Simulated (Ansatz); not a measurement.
Molecule: HfOF (charge 0, doublet). SMILES: [Hf](=[O])[F]
Coordinates optimised at B3LYP-D3(BJ)/def2-TZVP (Ansatz, a quantum-chemistry and plane-wave program):
```xyz
3

Hf     0.1117    -0.0761     0.1542
O      0.8942     0.0319    -1.4119
F     -1.6881     0.5806     0.0214
```
Charge 0, spin multiplicity 2.

Property: size of the dipole moment, in D. Terms: six Cartesian d functions in 6-31G* and its kin unless marked 5d; def2 sets with scalar-relativistic core potentials past Kr; no dispersion term unless named; spin-orbit terms left out; LANL2DZ with its own core potentials from Na on; UHF or UKS for open shells. Ab initio and DFT rows: single points at B3LYP-D3(BJ) geometries (Ansatz).

| level | program | size of the dipole moment (D) |
|---|---|---|
| SVWN5/6-31G* with LANL2DZ past Ar | Ansatz | 3.95 |
| PBE/def2-SVP | Ansatz | 4.57 |
| PBE/6-31G* with LANL2DZ past Ar | Ansatz | 3.99 |
| BLYP/6-31G* with LANL2DZ past Ar | Ansatz | 3.97 |
| B3LYP/LANL2DZ | Ansatz | 4.92 |
| B3LYP/6-31G* with LANL2DZ past Ar | Ansatz | 4.35 |
| PBE0/6-31G* with LANL2DZ past Ar | Ansatz | 4.44 |

No value to compare with is used here. The 7 habitual levels span 3.95 (SVWN5/6-31G* with LANL2DZ past Ar) to 4.92 D (B3LYP/LANL2DZ).

The levels are drawn from those run, B3LYP/6-31G* more often than the rest, none by its result; left out are runs that failed, that the program found above a lower state of the same kind, or whose <S^2> lies over 0.5 above the pure value.
